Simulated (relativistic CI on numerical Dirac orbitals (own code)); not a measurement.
**Ru⁴⁺: 3p photoemission**

Computed with this model: Dirac-Coulomb-Breit CI, separate exchange-only KLI orbitals for each configuration, QED by a radiative potential, valence Slater integrals scaled by 0.8, multiplet model of photoemission in the sudden approximation; configurations [Kr] 4d4 → [Ne] 3s2 3p5 3d10 4s2 4p6 4d4; 300 K; Lorentzian 2 eV and Gaussian 0.6 eV FWHM. Energies are those of the free ion, without screening or charge transfer. The energies are binding energies and can lie tens of eV above those of solids. S is read from ⟨S²⟩ = S(S + 1).

Field parameters in Wybourne normalisation: Td as Oh with Dq negative (B⁴₀ = 21Dq, B⁴₄ = √(5/14) B⁴₀). The field is a parameter set, without covalency.

Computed curve for free ion, scaled to 100 at the maximum (points under 2 are left out and the grid is thinned):

Energy (eV), Intensity and a bar:
```
    521.2        2.0 
    522.0        2.5 
    522.6        3.0 
    523.4        3.9 #
    524.2        5.2 #
    524.8        6.7 #
    525.6       10.0 ###
    526.2       14.3 ####
    527.0       25.9 ########
    527.8       53.3 ################
    528.4       85.7 ##########################
    529.2       97.3 ##############################
    530.0       68.2 #####################
    530.6       43.0 #############
    531.4       23.0 #######
    532.2       13.5 ####
    532.8        9.5 ##
    533.6        6.4 #
    534.4        4.6 #
    535.0        3.8 #
    535.8        3.0 
    536.4        2.6 
    537.2        2.2 
    545.8        2.1 
    546.4        2.5 
    547.2        3.2 
    548.0        4.4 #
    548.6        6.0 #
    549.4        9.8 ##
    550.2       18.7 #####
    550.8       32.8 ##########
    551.6       56.2 #################
    552.4       44.1 #############
    553.0       25.8 #######
    553.8       12.8 ###
    554.4        8.4 ##
    555.2        5.2 #
    556.0        3.5 
    556.6        2.8 
    557.4        2.1
```

The ground state has S = 1.97, and the centroid lies at 536.66 eV.
